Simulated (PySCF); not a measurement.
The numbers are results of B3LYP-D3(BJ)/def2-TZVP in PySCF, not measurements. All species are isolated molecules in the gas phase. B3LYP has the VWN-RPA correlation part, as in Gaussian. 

Reference species (SMILES): `[SnH4]` (neutral, multiplicity 1).

| Item | Value |
|---|---|
| HOMO | -8.97 eV |

Changed species: `[Cl][SnH3]` (1 of 4 H replaced by Cl; the reference has 0 of 4 H replaced by Cl).

### Question
Give the shifts of the HOMO.

### Answer
the HOMO goes up by 0.63 eV, to -8.34 eV.
